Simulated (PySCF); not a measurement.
## Correlation energy of Si (silicon, neutral)

[Ne] 3s2 3p2, high-spin 3P determinant. Calculation: PySCF 2.14, in cc-pV(D+d)Z (4s3p2d, 23 functions); no relativity, point nucleus. Frozen: [Ne]; 4 electrons correlated.

MP2 pair energies summed by pair of shells (mhartree):

| pair | energy | share (%) |
| --- | --- | --- |
| 3s-3p | -26.75 | 58.8 |
| 3s-3s | -14.13 | 31.1 |
| 3p-3p | -4.60 | 10.1 |

Total MP2 correlation energy: -45.48 mhartree.

Same-spin part -7.70 and opposite-spin part -37.79 mhartree; SCS-MP2 scales them by 1/3 and 6/5 to -47.91 mhartree.

| level | correlation energy (mhartree) |
| --- | --- |
| CCSD | -65.13 |
| (T) | -1.07 |
| CCSD(T) | -66.20 |

Diagnostics: T1 = 0.010, D1 = 0.0265, largest double amplitude 0.107.

Cost of the coupled-cluster step: 0.07 s of wall time on 1 thread of Intel(R) Xeon(R) 6975P-C (shared host), for 4 correlated electrons.

Iterations:

```
CC2 = 0
CCSD nocc = (np.int64(3), np.int64(1)), nmo = (18, 18)
frozen orbitals [[0, 1, 2, 3, 4], [0, 1, 2, 3, 4]]
max_cycle = 100
direct = 0
conv_tol = 1e-08
conv_tol_normt = 1e-06
diis_space = 8
diis_start_cycle = 0
Init t2, MP2 energy = -0.0454844802792011
Init E_corr(UCCSD) = -0.0454844802797077
cycle = 1  E_corr(UCCSD) = -0.0587169178547878  dE = -0.0132324376  norm(t1,t2) = 0.0568972
cycle = 2  E_corr(UCCSD) = -0.0627136452993634  dE = -0.00399672744  norm(t1,t2) = 0.0221907
cycle = 3  E_corr(UCCSD) = -0.0651125473954952  dE = -0.0023989021  norm(t1,t2) = 0.0102744
cycle = 4  E_corr(UCCSD) = -0.0651066013033997  dE = 5.9460921e-06  norm(t1,t2) = 0.00201054
cycle = 5  E_corr(UCCSD) = -0.0651340384729296  dE = -2.74371695e-05  norm(t1,t2) = 0.00034659
cycle = 6  E_corr(UCCSD) = -0.0651244767273671  dE = 9.56174556e-06  norm(t1,t2) = 5.28743e-05
cycle = 7  E_corr(UCCSD) = -0.0651285888253381  dE = -4.11209797e-06  norm(t1,t2) = 1.26441e-05
cycle = 8  E_corr(UCCSD) = -0.0651276207203121  dE = 9.68105026e-07  norm(t1,t2) = 3.35714e-06
cycle = 9  E_corr(UCCSD) = -0.0651276775944471  dE = -5.68741349e-08  norm(t1,t2) = 3.91264e-07
cycle = 10  E_corr(UCCSD) = -0.0651276801819777  dE = -2.58753062e-09  norm(t1,t2) = 6.76878e-08
UCCSD converged
E(UCCSD) = -288.9153537577721  E_corr = -0.06512768018197768
UCCSD(T) correction = -0.00107422631266111
```
